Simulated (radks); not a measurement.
The hafnium ion Hf2+ inside a hard spherical wall (all orbitals vanish at R), configuration held at [Xe] 4f14 5d2 and not refilled when levels cross. All-electron calculation, scalar-relativistic Kohn-Sham, PBE, spin-unpolarised, spherical densities, point nucleus. Program: a radial shooting solver on a logarithmic mesh with Libxc functionals. Eigenvalues in eV, with the zero of energy where the potential of the charges vanishes at infinity; a dash marks a level that is unbound or too diffuse for the functional's potential to be trusted. A positive occupied level is held by the wall or, in an anion where self-interaction has pushed it up, behind a barrier. The pressure on the wall is -dE/dV.

R (bohr)  E (hartree)  kinetic (hartree)    e(5s)    e(5p)    e(4f)  e(6s, empty)    e(5d)  e(6p, empty)  pressure (GPa)
free      -15077.4028          16522.478  -82.083  -50.626  -31.910       -17.500  -16.704       -12.016               0
20        -15077.4028          16522.478  -82.083  -50.626  -31.910       -17.500  -16.704       -12.016        < 0.0001
15        -15077.4028          16522.478  -82.083  -50.626  -31.910       -17.500  -16.704       -12.016        < 0.0001
12        -15077.4028          16522.478  -82.083  -50.626  -31.910       -17.500  -16.704       -12.016        < 0.0001
10        -15077.4028          16522.478  -82.083  -50.625  -31.909       -17.499  -16.704       -12.010        0.000150
7         -15077.4021          16522.486  -82.033  -50.578  -31.859       -17.417  -16.657       -11.667          0.0629
6         -15077.3987          16522.512  -81.886  -50.438  -31.709       -17.125  -16.507       -10.885           0.436
3         -15076.7670          16525.794  -75.618  -44.257  -24.652         7.716   -6.476        25.742             345
1.5       -15044.8717          16652.117   21.157   71.318   64.140        369.73   146.87        429.75          111000
